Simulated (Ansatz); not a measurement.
ReO2F2 in a box, plane waves

Ansatz 0.2.0, DFT PBE, spin-orbit coupling, plane waves, PAW, molecule in a box. The geometry was relaxed with Gaussian bases (r2SCAN; Re def2-SVP with ECP60, O def2-SVP, F def2-SVP) as a doublet.

```yaml
crystal:
  lattice:
    - [11.0, 0.0, 0.0]
    - [0.0, 11.0, 0.0]
    - [0.0, 0.0, 11.32]
  atoms:
    - { symbol: Re, position: [0.50007909, 0.50007909, 0.52014753], spin: 1.0, spin_axis: [0.0, 0.0, 1.0] }
    - { symbol: O, position: [0.59106636, 0.59106636, 0.60248057] }
    - { symbol: O, position: [0.40909091, 0.40909091, 0.60248057] }
    - { symbol: F, position: [0.58095455, 0.41920364, 0.3975265] }
    - { symbol: F, position: [0.41920364, 0.58095455, 0.3975265] }
basis:
  ecutwfc: 420
  ecutrho_ratio: 4
kpoints:
  mp_grid: { grid: [1, 1, 1] }
hamiltonian:
  xc: pbe
scf:
  occupations: { method: gaussian, width: 0.01 }
output:
  forces: true
  eigenvalues: true
  populations: true
  write_density: true
  write_potential: true
  elf: true
  volumetric_format: npy
magnetization:
  noncollinear: true
  spin_orbit: true
```

Command:
```sh
ansatz run input.yaml --threads 2 --pin off --max-ram 5120MiB --backend cpu --events-out ev --progress --plain --runs-dir out
```
It took 83 s on 2 threads of Arm Neoverse V2, with other jobs on the host, peak memory 2.1 GiB.

(1) How does the SCF go?

(2) Which levels lie next to the highest filled one (eV, counted from it)?

(3) What forces are left at this geometry, relaxed with Gaussian bases (eV/Å)?

The open shells may stand above their lowest state.

The forces come from the other functional as well as from the basis.

No frequency check is given that shows the relaxed geometry to be a minimum.

Answers

(1) 
```
SCF iter   1: F=—  HF=-13649.731596 eV  |F-HF|=—  |Δ(HF+E_count)|=         —  Δρ=3.93e-2
preconditioner: auto → Resta (q_TF=auto, 1.520 Å⁻¹)  ε∞=1.3  [insulator: Δε(μ)=0.386 eV  Ē_g=9.807 eV  σ=0.010 eV  W_gap=1.00  n_s
spin=Noncollinear: Resta preconditioning applied to the charge; magnetization (m_x, m_y, m_z) channels mix plain (no charge-respon
SCF iter   2: F=—  HF=-13645.167477 eV  |F-HF|=—  |Δ(HF+E_count)|=    4.56e0  Δρ=1.99e-2
SCF iter   3: F=—  HF=-13644.497852 eV  |F-HF|=—  |Δ(HF+E_count)|=   6.70e-1  Δρ=8.46e-3
...
SCF iter  11: F=—  HF=-13644.451863 eV  |F-HF|=—  |Δ(HF+E_count)|=   1.96e-4  Δρ=4.65e-5
SCF iter  12: F=—  HF=-13644.451851 eV  |F-HF|=—  |Δ(HF+E_count)|=   1.20e-5  Δρ=2.15e-5
SCF iter  13: F=—  HF=-13644.451852 eV  |F-HF|=—  |Δ(HF+E_count)|=   1.07e-6  Δρ=3.44e-6
SCF iter  14: F=—  HF=-13644.451852 eV  |F-HF|=—  |Δ(HF+E_count)|=   2.95e-8  Δρ=9.38e-7
SCF iter  15: F=-13644.451852 eV  HF=-13644.451852 eV  |F-HF|=3.46e-11  |Δ(HF+E_count)|=   1.56e-9  Δρ=3.71e-7
```

(2) Filled: -4.01, -3.97, -3.92, -3.84, -3.76, -3.53, -3.52, -2.74, -2.74, 0.00. Empty: 1.10, 1.64, 1.94, 2.80, 3.04, 3.44, 3.66, 4.22.

(3) 
```
Re   0.00  0.00 -0.17
O    0.05  0.05  0.10
O   -0.05 -0.05  0.10
F    0.09 -0.09 -0.02
F   -0.09  0.09 -0.02
```
